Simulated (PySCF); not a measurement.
SMILES O[SiH2]O[SiH3] (H₆O₂Si₂) at its PBE0/def2-SVP optimised geometry (Å):

```
10

O      2.4203     0.0295    -1.4679
Si     1.7997    -0.4234     0.0000
O      0.1451    -0.4234     0.0000
Si    -1.2216     0.5177     0.0000
H      2.3015    -0.5794    -2.2025
H      2.2116    -1.8104     0.3533
H      2.3088     0.5838     0.9660
H     -0.9671     1.8104     0.7066
H     -1.6478     0.8044    -1.4020
H     -2.3088    -0.2229     0.7007
```

Calculation: PBE0/def2-TZVP (PySCF 2.14.0).

Map of the Laplacian of the electron density (e/bohr⁵), clipped to [-1.50, 1.50] on the plane z = 1.0 Å:

```
|99999999999999999999999999999|
|99999999999999999999999999999|
|99999999999999999999999999999|
|99999999999999999999999999999|
|99999999999999999999999999999|
|99999999999999999999999999999|
|99999999999999999999999999999|
|99999999999999999999999999999|
|99999999999899999999999999999|
|99999999998899999999999999999|
|99999999999899999999999999999|
|99999999999999999999999999999|
|99999999999999999999806999999|
|99999999999999999999848999999|
|99999998899999999999889999999|
|99999998899999999999999999999|
|99999999999999999999999999999|
|99999999999999999999999999999|
|99999999999999999999999999999|
|99999999999999999999999999999|
|99999999999999999999999999999|
|99999999999999999999999999999|
|99999999999999999999999999999|
|99999999999999999999999999999|
|99999999999999999999999999999|
|99999999999999999999999999999|
|99999999999999999999999999999|
|99999999999999999999999999999|
|99999999999999999999999999999|
```
Scale: ten equal steps from -1.50 (start of '0') to 0.147 (end of '9'), in the order '0123456789'; x runs from -4.50 to 4.50, y from -4.50 (bottom) to 4.50 (top).
